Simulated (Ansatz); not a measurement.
`C[Si@@H](O)O[Si@H](O)Cl`. Charge 0, multiplicity 1. All single points use the PBE0-D4/def2-TZVP geometry. It is one conformer, not always the lowest.

```xyz
14

C    -0.077   -0.431    2.218
Si    0.379    0.601    0.761
O     1.651   -0.133   -0.001
O    -0.887    0.663   -0.292
Si   -1.025    0.152   -1.827
O    -0.528   -1.384   -2.016
Cl    0.131    1.402   -2.993
H    -0.972   -0.035    2.704
H    -0.285   -1.458    1.908
H     0.733   -0.450    2.951
H     0.740    1.996    1.115
H     2.202    0.423   -0.555
H    -2.418    0.239   -2.276
H     0.356   -1.585   -1.696
```

(1) What is the dipole moment at PBE/def2-TZVPP? (Best estimate.)

(2) And with r2SCAN, B3LYP, ωB97M-V? (An estimate is asked.)

(3) Give the Mulliken charges with PBE, B3LYP, ωB97M-V in def2-TZVPP. (An estimate is asked.)

Answers

(1) The calculation gave: 2.06 D, with components (1.13, -0.11, 1.72) D in this frame, pointing from negative to positive charge.

(2) Computed: r2SCAN 2.09 D, B3LYP 2.05 D, ωB97M-V 2.06 D.

(3) The calculation gave: 
```csv
atom,PBE,B3LYP,ωB97M-V
C1,-0.36,-0.37,-0.43
Si2,0.52,0.64,0.58
O3,-0.39,-0.43,-0.42
O4,-0.32,-0.40,-0.39
Si5,0.56,0.68,0.58
O6,-0.34,-0.38,-0.37
Cl7,-0.24,-0.27,-0.24
H8,0.11,0.10,0.12
H9,0.10,0.10,0.12
H10,0.10,0.10,0.12
H11,-0.09,-0.10,-0.05
H12,0.20,0.20,0.19
H13,-0.06,-0.07,-0.02
H14,0.19,0.19,0.19
```

B3LYP here is the variant with VWN-RPA as its local correlation; programs differ in this.
